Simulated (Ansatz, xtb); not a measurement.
Spectroscopic constants of Br2, closed-shell singlet (the spin of the measured ground state). No spin–orbit coupling. Br is treated without relativity.

Constants: fifth-degree fit in 1/R to seven points, most abundant isotopes. In def2 and cc sets the state is the lowest found near the PBE0 minimum, followed along R. The singlet is held restricted. HF and MP2 rows in def2 and cc sets belong to the determinant that coupled cluster picked by its CCSD energy.

Correlated levels freeze the inner cores; with def2 sets outer-core shells near the valence are correlated too. CBS: X⁻³ extrapolation of the correlation energy, Hartree–Fock from the larger set.

The values were computed with Ansatz (Gaussian basis) for Hartree–Fock, density functionals and correlated methods; xtb for the GFN methods. Values without a source in brackets are computed.

D_e counts from each atom's lowest state at the same level, without counterpoise or zero-point energy.

```
level                                   r_e (Å)  ω_e (cm⁻¹)  ω_e x_e (cm⁻¹)  D_e (eV)
-----------------------------------  ----------  ----------  --------------  --------
GFN1-xTB                                  2.303         351            0.95         -
B97M-V/def2-TZVPP                         2.288         325            0.93      2.19
B3LYP/def2-TZVPP                          2.316  (withheld)            0.84      2.11
CAM-B3LYP/def2-TZVPP                      2.291         334            0.79      2.03
wB97X-V/def2-TZVPP                        2.274         347            0.78      2.17
B2PLYP/def2-TZVPP                         2.300         325            0.88      2.10
SCS-MP2/def2-QZVPP                        2.275         338            0.92         -
CCSD(T)/CBS(def2-TZVPP, def2-QZVPP)  (withheld)  (withheld)            0.99      2.30
```

Problem. Complete the blanks.

Solution. 
- CCSD(T)/CBS(def2-TZVPP, def2-QZVPP), r_e (Å): 2.277
- CCSD(T)/CBS(def2-TZVPP, def2-QZVPP), ω_e (cm⁻¹): 331
- B3LYP/def2-TZVPP, ω_e (cm⁻¹): 315

Measured for the ground state: r_e 2.2811 Å, ω_e 325.32 cm-1, ω_e x_e 1.0774 cm-1, B_e 0.082107 cm-1, α_e 0.0003187 cm-1 [Huber and Herzberg (1979), NIST Chemistry WebBook]. D_0 1.97 eV [from 0 K enthalpies of formation in NIST CCCBDB].

Ansatz is a first-principles code.
